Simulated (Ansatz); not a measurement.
Reactions of CH10BNSi2, SMILES `NB([SiH3])C[SiH3]`.

Isolated molecules relaxed with PBE0-D4/def2-TZVP in Ansatz; ΔE leaves out vibrations. CCSD(T)/CBS is the MP2 limit (def2-TZVPP, def2-QZVPP) plus CCSD(T) − MP2 in def2-TZVPP, frozen cores. This one scheme is used for every species. DFT in def2-TZVPP. def2 core potentials past Kr. For Sb outer-core shells are correlated without core-valence functions, which leaves a few kJ/mol of doubt a bond. One conformer a species, not always the lowest.

```
                                                                            reaction  CCSD(T)/CBS(def2) (kJ/mol)
                   `NB([SiH3])C[SiH3]` + `CO[Si]O` → `O[Si]O[SiH3]` + `CB(N)C[SiH3]`                        -214
`NB([SiH3])C[SiH3]` + `[AlH2][CH2][SiH3]` → `[SiH3][CH2][AlH][SiH3]` + `CB(N)[SiH3]`                           3
      `NB([SiH3])C[SiH3]` + `[BH2][AlH][OH]` → `[BH2][AlH][O][SiH3]` + `CB(N)[SiH3]`                        -100
           `NB([SiH3])C[SiH3]` + `N[SiH](O)Cl` → `N[SiH](Cl)O[SiH3]` + `CB(N)[SiH3]`                           ?
         `NB([SiH3])C[SiH3]` + `N=C(O)[SiH3]` → `N=C([SiH3])O[SiH3]` + `CB(N)[SiH3]`                         -76
                    `NB([SiH3])C[SiH3]` + stibine → `N[B]([SiH3])[SbH2]` + `C[SiH3]`                           ?
 `NB([SiH3])C[SiH3]` + `BC1[SiH2][SiH2]1` → `BB(N)[SiH3]` + `[SiH3]CC1[SiH2][SiH2]1`                         144
                       `NB([SiH3])C[SiH3]` + `NCBCl` → `[SiH3]NCBCl` + `CB(N)[SiH3]`                         -30
```

Task: Fill in the missing values. (An estimate is asked.)

Result: The calculation gave: `NB([SiH3])C[SiH3]` + `N[SiH](O)Cl` → `N[SiH](Cl)O[SiH3]` + `CB(N)[SiH3]`: -96.1 kJ/mol; `NB([SiH3])C[SiH3]` + stibine → `N[B]([SiH3])[SbH2]` + `C[SiH3]`: -6.6 kJ/mol.

Largest T1 diagnostic: 0.014, for `N[B]([SiH3])[SbH2]`.
